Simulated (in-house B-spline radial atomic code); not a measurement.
Configurations of neutral holmium, with energies counted from [Xe] 4f11 6s2. Computed with a B-spline radial code for spherical atoms: scalar-relativistic (X2C) TPSSh, spin-polarised, spherical fractional occupations, Fermi nucleus of rms radius 5.2022 fm. Shells without spins written out take the highest spin.

Caution: exact exchange at fractional occupations of open shells leaves self-interaction of up to several eV.

Occupations are held fixed; configurations that lie above the ionisation limit could autoionise.

```json
{"configuration": "[Xe] 4f11 6s1 7s1", "E - E(ref) (eV)": "3.6436", "highest orbital": "7s up", "its <r> (bohr)": "9.796"}
{"configuration": "[Xe] 4f11 6s1 6d1", "E - E(ref) (eV)": "4.4559", "highest orbital": "6d up", "its <r> (bohr)": "12.06"}
{"configuration": "[Xe] 4f11 6s1 6f1", "E - E(ref) (eV)": "5.2423", "highest orbital": "6f up", "its <r> (bohr)": "28.85"}
{"configuration": "[Xe] 4f(7 up, 4 down) 6s(0 up, 1 down) 6f(1 up, 0 down)", "E - E(ref) (eV)": "5.3504", "highest orbital": "6f up", "its <r> (bohr)": "29.18"}
{"configuration": "[Xe] 4f11 6s1 7f1", "E - E(ref) (eV)": "5.4096", "highest orbital": "7f up", "its <r> (bohr)": "43.13"}
{"configuration": "[Xe] 4f10 6s2 6d1", "E - E(ref) (eV)": "6.8234", "highest orbital": "6d up", "its <r> (bohr)": "11.11"}
{"configuration": "[Kr] 4d10 4f12 5s2 5p5 6s2", "E - E(ref) (eV)": "24.955", "highest orbital": "4f down", "its <r> (bohr)": "0.9479"}
```

Problem. Order these further configurations by energy, lowest first.
A. [Xe] 4f10 6s2 6f1
B. [Kr] 4d(5 up, 4 down) 4f(6 up, 5 down) 5s2 5p6 6s2 6f(1 up, 0 down)
C. [Xe] 4f(4 up, 6 down) 5d(0 up, 1 down) 6s2
D. [Kr] 4d10 4f(6 up, 5 down) 5s2 5p(3 up, 2 down) 5d(1 up, 0 down) 6s2
E. [Xe] 4f11 5d1 6s1

Solution. E (2.3968 eV), C (6.7767 eV), A (7.6841 eV), D (28.608 eV), B (171.05 eV).

Problem. How far above the reference does [Xe] 4f(5 up, 6 down) 6s2 lie?

Solution. 2.5425 eV; its least bound orbital is 4f up with <r> = 0.8633 bohr.

Problem. How far above the reference does [Kr] 4d9 4f11 5s2 5p6 6s2 6d1 lie?

Solution. 166.35 eV; its least bound orbital is 6d up with <r> = 11.12 bohr.
